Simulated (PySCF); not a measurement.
## Deuteron quadrupole couplings in `C#C/C=C\C(F)=C/C=C`

Species: C8H7F.
Cartesian coordinates in Å at the GFN2-xTB level; atoms count from 1:
```
atom  x, y, z in Å
C1     3.7081   -0.4255   -1.6040
C2     3.0323    0.0562   -0.7334
C3     2.3027    0.6440    0.3095
C4     0.9647    0.6001    0.4625
C5     0.0270   -0.0532   -0.4040
F6     0.5517   -0.6882   -1.4818
C7    -1.3151   -0.1126   -0.2778
C8    -2.1059    0.4732    0.7659
C9    -3.4337    0.3650    0.8125
H10    4.2708   -0.8572   -2.3765
H11    2.8994    1.1749    1.0415
H12    0.5283    1.0985    1.3146
H13   -1.8529   -0.6579   -1.0419
H14   -1.5907    1.0231    1.5406
H15   -3.9820   -0.1749    0.0587
H16   -4.0124    0.8107    1.6021
```

Level: PBE0/pcSseg-1 (PySCF, non-relativistic); Q(2H) = 0.00286 b; rigid geometry, the same for H and D, with no vibrational averaging.

Question: Rank these positions by the coupling χzz of a deuteron there, largest first.
A. H10 (alkyne hydrogen)
B. H15 (vinylic hydrogen)
C. H13 (vinylic hydrogen)

Answer: A (267 kHz), B (226 kHz), C (216 kHz).

Q: Give the electric field gradient Vzz (the principal value of largest size), its asymmetry and the 2H coupling at each hydrogen.

A: 
| atom | bonded to | bond length (Å) | Vzz (au) | η | χzz (kHz) |
| --- | --- | --- | --- | --- | --- |
| H10 | C1 | 1.049 | 0.3974 | 0.01 | 267 |
| H11 | C3 | 1.083 | 0.3194 | 0.08 | 215 |
| H12 | C4 | 1.079 | 0.3263 | 0.09 | 219 |
| H13 | C7 | 1.082 | 0.3218 | 0.08 | 216 |
| H14 | C8 | 1.081 | 0.3264 | 0.08 | 219 |
| H15 | C9 | 1.077 | 0.3357 | 0.06 | 226 |
| H16 | C9 | 1.076 | 0.3390 | 0.05 | 228 |

Q: How does χzz go with the bond length over the 7 C–H bonds?

A: A straight-line fit has a slope of -15.1 kHz for each 0.01 Å, with a correlation coefficient of -1.00, over lengths from 1.049 to 1.083 Å. The longer bonds have the smaller couplings here.

Q: Give the 2H NMR doublet splittings at H10 for a magnetic field along the z, y and x axes of the gradient: 3χ/2, 3χ(1 + η)/4, 3χ(1 − η)/4.

A: With |χ| = 267.0 kHz and η = 0.007: 401, 202 and 199 kHz, to first order and without motion.

The structure is a single GFN2-xTB conformer in the gas phase; no vibrational or solvent corrections. GFN2-xTB bond lengths can be off by several hundredths of an ångström, more for odd bonds, and the gradients follow them. A larger basis could move these couplings by a tenth or more.

The run behind these numbers computed NMR shieldings as well. On an Arm Neoverse V2 with one thread, shared host with 96 logical CPUs at a one-minute load of 44, this took 35 s wall (grids of density and orbitals included) and 0.83 GiB of memory at its peak.
